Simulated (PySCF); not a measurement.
**Exercise with solution: entropy of an ideal gas**

SbF₂Cl, SMILES [F][Sb]([F])[Cl].

Geometry: B3LYP-D3(BJ)/def2-SVP. The def2 effective core potentials stand for the cores of Sb; spin–orbit coupling is left out.

B3LYP-D3(BJ)/def2-SVP run with PySCF gives the harmonic wavenumbers 149, 172, 212, 372, 636, 643 cm⁻¹ and the rotational temperatures 0.2016, 0.1084, 0.0944 K. The molar mass is 195.21 g/mol, the symmetry number 1, the spin multiplicity 1.

Task: Work out the entropy at 298.15 K and 1 atm in the rigid-rotor, harmonic-oscillator model.

Result: 
Translation (Sackur–Tetrode at 1 atm): S = R[1.5 ln M + 2.5 ln T − 1.16487] = 174.5 J/(mol K).
Rotation: q = (√π/σ) T^1.5/√(θA θB θC) = 201000, S = R[ln q + 3/2] = 114.0 J/(mol K).
Vibration: with u = 1.4388 ν/T, each mode gives R[u/(e^u − 1) − ln(1 − e^−u)]:
```csv
ν (cm⁻¹),modes,u,S (J/(mol K))
149,1,0.72,11.23
172,1,0.83,10.10
212,1,1.02,8.48
372,1,1.80,4.48
636,1,3.07,1.64
643,1,3.10,1.60
```
These are all the modes. Sum 37.5 J/(mol K).
Spin: R ln 1 = 0.0 J/(mol K).
Total 326.0 J/(mol K); the program's own thermochemistry gives 326.0. Translation makes up 54 % and vibration 12 %. Anharmonicity, hindered rotation and orbital degeneracy are left out.
